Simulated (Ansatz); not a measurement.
Kohn–Sham single points on BFH4Si2 (`FB1[SiH2][SiH2]1`).

```yaml
crystal:
  periodic: [false, false, false]
  atoms:
    - {symbol: F, position_ang: [1.492242, -0.519765, 1.966268]}
    - {symbol: B, position_ang: [0.976945, -0.263102, 0.781873]}
    - {symbol: Si, position_ang: [-0.037142, 1.237143, 0.000780]}
    - {symbol: Si, position_ang: [-0.363980, -1.137144, -0.370643]}
    - {symbol: H, position_ang: [0.273508, 1.633493, -1.394972]}
    - {symbol: H, position_ang: [-0.762006, 2.302058, 0.743609]}
    - {symbol: H, position_ang: [-0.114504, -1.164708, -1.833050]}
    - {symbol: H, position_ang: [-1.372961, -2.145076, 0.050436]}
basis:
  gaussian: {orbitals: def2-TZVPP}
hamiltonian: {xc: lda}
output: {orbitals: {seedname: orbitals}}
```

```sh
$ ansatz run in.yaml --threads 2 --pin off --events-out ev --progress --plain --max-ram 4352MiB
```

Shortened log:

```
Functional definition: SPW92
1137 factors; their error is unknown
mean field evaluation 1: about -19122.4519 eV, gradient 3.6e1 eV
mean field evaluation 2: about -19116.8929 eV, gradient 5.9e1 eV
mean field evaluation 4: about -19125.9664 eV, gradient 5.6e0 eV
mean field evaluation 8: about -19126.0211 eV, gradient 1.7e-1 eV
mean field evaluation 16: about -19126.0212 eV, gradient 2.8e-5 eV
mean field -19126.02115997 eV, -702.8683135462 hartree, gradient 2.8e-5 eV, S^2 0.000000; 0 other end points of the search recorded, 0 dependent functions left out
reference -19126.02120189 eV, -702.8683150866 hartree; 23, 23 occupied and 179, 179 virtual orbitals, 1137 factors
Total energy: -19126.02120189 eV, -702.8683150866 hartree
```

Hardware: 2 threads of an Arm Neoverse V1 on a shared host. Wall time 1.6 s, peak host memory 0.22 GiB.

Changing it to `hamiltonian: {xc: pbe0, dispersion: d4}` (abridged; 3.7 s):

```
Functional definition: PBE0
mean field -19204.35384644 eV, -705.7469866781 hartree, gradient 4.8e-5 eV, S^2 0.000000
Total energy: -19204.49740880 eV, -705.7522624975 hartree
```

With the line `hamiltonian: {xc: {name: wB97X-V}}` (abridged; 11 s):

```
Functional definition: wB97X-V
mean field evaluation 16: about -19210.8728 eV, gradient 2.3e-5 eV
mean field -19210.87278760 eV, -705.9865533469 hartree, gradient 2.3e-5 eV, S^2 0.000000
Total energy: -19210.87278537 eV, -705.9865532651 hartree
```

With the line `hamiltonian: {xc: {name: LC-wPBE}}` (abridged; 3.6 s):

```
Functional definition: LC-wPBE
mean field evaluation 16: about -19207.2586 eV, gradient 3.7e-5 eV
mean field -19207.25859113 eV, -705.8537340766 hartree, gradient 1.6e-5 eV, S^2 0.000000
Total energy: -19207.25859114 eV, -705.8537340769 hartree
```

With the line `hamiltonian: {xc: {name: B3LYP}, dispersion: d4}` and forces (abridged; 6 s):

```
Functional definition: B3LYP
mean field evaluation 16: about -19215.8676 eV, gradient 1.2e-5 eV
mean field -19215.86760798 eV, -706.1701096102 hartree, gradient 1.2e-5 eV, S^2 0.000000
Total energy: -19216.14594278 eV, -706.1803382256 hartree
Atom 0 force     0.078426    -0.042624     0.200818 eV/Å
Atom 1 force    -0.074396     0.042949    -0.206650 eV/Å
Atom 2 force    -0.008346     0.202824    -0.028493 eV/Å
Atom 3 force    -0.060141    -0.174789    -0.088123 eV/Å
Atom 4 force    -0.018469     0.002781     0.099522 eV/Å
Atom 5 force     0.045279    -0.052982    -0.043824 eV/Å
Atom 6 force    -0.021095    -0.028674     0.094960 eV/Å
Atom 7 force     0.058743     0.050514    -0.028209 eV/Å
Dipole moment:    -0.124905     0.038275    -0.134207 e Å
```

Changing it to `hamiltonian: {xc: {name: PBE-QIDH}}` (abridged; 8 s):

```
Functional definition: PBE-QIDH
mean field evaluation 16: about -19193.0219 eV, gradient 5.3e-4 eV
mean field -19193.02188886 eV, -705.3305449181 hartree, gradient 8.0e-7 eV, S^2 0.000000
12 core orbitals not correlated: weight in the atoms' cores, before any rotation towards them, 1.000 or more for the frozen orbitals, at most 0.000 for the correlated occupied ones
second order -18.12330445 eV of doubles, -0.00000000 eV of singles
Total energy: -19199.06300407 eV, -705.5525518072 hartree
```

B3LYP takes the VWN-RPA correlation (the form of Gaussian; ORCA's B3LYP/G).
